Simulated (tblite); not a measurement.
C6H8FGeN.
Atom-mapped SMILES: `[N:1]#[C:2][C@H:3]1[CH2:4][CH2:5][GeH2:6]/[C:7]1=[CH:8]/[F:9]` (hydrogens: H10 on C3; H11, H12 on C4; H13, H14 on C5; H15, H16 on Ge6; H17 on C8)

Computed with GFN2-xTB (tblite), gas phase: L-BFGS steps from a force-field or distance-geometry start until the largest atomic force falls under 0.01 eV/Å.

At the end of the run (lengths in Å): Ge6–H15 1.498, Ge6–C7 1.956, C5–Ge6 1.983, Ge6–H16 1.503, C4–H11 1.092, N1≡C2 1.143, C5–H13 1.089, Ge6–C7–C8 128.3°, C3–C7–Ge6 108.2°, C2–C3–C7 107.4°, C4–C5–Ge6 103.7°, C2–C3–C4–C5 68°, C3–C4–C5–Ge6 42°, C4–C5–Ge6–C7 -20°, H10–C3–C7–Ge6 154°, H10–C3–C4–C5 -172°.

Question: These geometries were met on the way; a selection of coordinates is given. Order them by energy above the end point, lowest first.
A. Ge6–H15 1.521, Ge6–C7 1.949, C5–Ge6 1.963, Ge6–H16 1.520, C4–H11 1.092, N1≡C2 1.154, C5–H13 1.085, Ge6–C7–C8 122.9°, C3–C7–Ge6 111.5°, C2–C3–C7 109.5°, C4–C5–Ge6 106.1°, C2–C3–C4–C5 85°, C3–C4–C5–Ge6 36°, C4–C5–Ge6–C7 -21°, H10–C3–C7–Ge6 137°, H10–C3–C4–C5 -155°
B. Ge6–H15 1.493, Ge6–C7 1.947, C5–Ge6 1.966, Ge6–H16 1.504, C4–H11 1.090, N1≡C2 1.141, C5–H13 1.086, Ge6–C7–C8 122.8°, C3–C7–Ge6 111.8°, C2–C3–C7 109.2°, C4–C5–Ge6 106.3°, C2–C3–C4–C5 85°, C3–C4–C5–Ge6 37°, C4–C5–Ge6–C7 -21°, H10–C3–C7–Ge6 138°, H10–C3–C4–C5 -156°
C. Ge6–H15 1.497, Ge6–C7 1.943, C5–Ge6 1.964, Ge6–H16 1.497, C4–H11 1.093, N1≡C2 1.144, C5–H13 1.087, Ge6–C7–C8 124.5°, C3–C7–Ge6 110.5°, C2–C3–C7 109.0°, C4–C5–Ge6 104.8°, C2–C3–C4–C5 85°, C3–C4–C5–Ge6 36°, C4–C5–Ge6–C7 -22°, H10–C3–C7–Ge6 139°, H10–C3–C4–C5 -159°
D. Ge6–H15 1.557, Ge6–C7 1.900, C5–Ge6 1.929, Ge6–H16 1.539, C4–H11 1.123, N1≡C2 1.172, C5–H13 1.113, Ge6–C7–C8 122.8°, C3–C7–Ge6 113.1°, C2–C3–C7 110.2°, C4–C5–Ge6 105.7°, C2–C3–C4–C5 85°, C3–C4–C5–Ge6 37°, C4–C5–Ge6–C7 -22°, H10–C3–C7–Ge6 135°, H10–C3–C4–C5 -155°
E. Ge6–H15 1.506, Ge6–C7 1.949, C5–Ge6 1.983, Ge6–H16 1.506, C4–H11 1.094, N1≡C2 1.144, C5–H13 1.087, Ge6–C7–C8 126.6°, C3–C7–Ge6 110.3°, C2–C3–C7 108.9°, C4–C5–Ge6 104.4°, C2–C3–C4–C5 82°, C3–C4–C5–Ge6 38°, C4–C5–Ge6–C7 -23°, H10–C3–C7–Ge6 140°, H10–C3–C4–C5 -161°

Answer: E (0.038 eV), C (0.064 eV), B (0.114 eV), A (0.202 eV), D (0.363 eV).

```tsv
step	E above end (eV)	rms distance from the end, all atoms (Å)	largest force (eV/Å)	rms shift of all bonds from the end (Å)
19	0.038	0.225	0.183	0.003
9	0.064	0.252	0.395	0.007
5	0.114	0.262	0.460	0.006
2	0.202	0.267	1.627	0.013
0	0.363	0.269	3.536	0.030
```

Rows stand in the order of the answer.
